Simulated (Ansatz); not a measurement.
Geometry optimisation, RKS PBE-D4/def2-SVP (Ansatz 0.2.0).

Input:

```yaml
crystal:
  periodic: [false, false, false]
  atoms:
    - { symbol: Ga, position_ang: [-0.2225, -1.0121, 0.5137] }
    - { symbol: "N", position_ang: [1.3275, 0.6168, 0.6799] }
    - { symbol: H, position_ang: [0.3497, -2.2771, -0.231] }
    - { symbol: H, position_ang: [-0.7688, -1.2661, 1.9709] }
    - { symbol: H, position_ang: [0.2665, 0.9779, -0.0529] }
    - { symbol: As, position_ang: [-1.3976, 0.9485, -1.1303] }
    - { symbol: H, position_ang: [1.4023, 1.2261, 1.4884] }
    - { symbol: H, position_ang: [2.1758, 0.7068, 0.1287] }
    - { symbol: H, position_ang: [-0.6743, 0.2114, -2.2357] }
    - { symbol: H, position_ang: [-2.4586, -0.1323, -1.1317] }
basis:
  gaussian: { orbitals: def2-SVP }
hamiltonian:
  xc: pbe
  dispersion: d4
relax:
  f_tol: 0.15
  max_steps: 25
  restrain:
    - { distance: [0, 5], at: 2.41, k: 30.0 }
    - { distance: [4, 1], at: 1.02, k: 30.0 }
    - { distance: [0, 1], at: 3.23, k: 30.0 }
    - { distance: [4, 5], at: 2.8, k: 30.0 }
```

Run as:

```bash
$ ansatz run input.yaml --threads 2 --pin off --max-ram 3072MiB --backend cpu --events-out ev --progress --plain --runs-dir out
```

Problem. Where does it end, and by what steps?

Solution. The forces met the threshold. The restraints hold the end off the free minimum. After 10 steps the energy has fallen by 0.893 eV (the restraints' own energy left out); H5 moved furthest, 0.92 Å. Parted: Ga1–N2. Joined: N2–H5.

```csv
step,energy less start (eV),largest force component (eV/Å),accepted
0,0.0000,3.154,yes
1,-0.2557,5.037,yes
2,-0.1882,2.746,yes
3,-0.1012,1.929,yes
4,-0.3734,1.567,yes
5,-0.7632,0.822,yes
6,-0.8607,0.555,yes
7,-0.8831,0.487,yes
8,-0.8682,0.626,no
9,-0.8858,0.462,yes
10,-0.8928,0.471,yes
```

```xyz
10
Properties=species:S:1:pos:R:3
Ga -0.608 -1.362 0.260
N 1.560 0.955 0.761
H 0.429 -2.426 -0.285
H -1.231 -1.477 1.712
H 0.962 1.537 0.164
As -1.300 0.496 -1.127
H 1.664 1.442 1.660
H 2.489 0.925 0.324
H -1.161 -0.268 -2.456
H -2.803 0.179 -1.012
```

Time of the run: 25 s on 2 threads of Arm Neoverse V1 (shared host), peak memory 0.17 GiB.
